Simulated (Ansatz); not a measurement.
Breaking the Zn1–H2 bond in H2Zn (SMILES [ZnH2]) (multiplicity 1 held, fragments rigid). Energies count from the point at 1.544 Å.
Geometry at that point (charge 0, multiplicity 1):
```xyz
3

Zn     0.000     0.000     0.000
H      0.000     0.000     1.544
H      0.000     0.000    -1.544
```

Unrestricted levels (U-) break spin symmetry where that is lower. Active spaces are followed from a long bond inwards. Levels need not reach the same state.

Cores are frozen in the correlated methods.

The values were computed with Ansatz (an electronic-structure program). Each number belongs to the level named beside it.

### Question
What energy at R = 4.941 Å does FIC-MRCISD+Q on CASSCF(2,2)/def2-TZVPP give?

### Answer
81.3 kcal/mol

### Question
What is the computed energy at R = 4.941 Å (FIC-MRCISD on CASSCF(2,2)/def2-TZVPP)?

### Answer
79.5 kcal/mol

### Question
What energy at R = 4.941 Å does U-B3LYP/def2-TZVPP give?

### Answer
80.4 kcal/mol

Doubts at one or more of the structures used: a spin-contaminated determinant (U-B3LYP/def2-TZVPP).
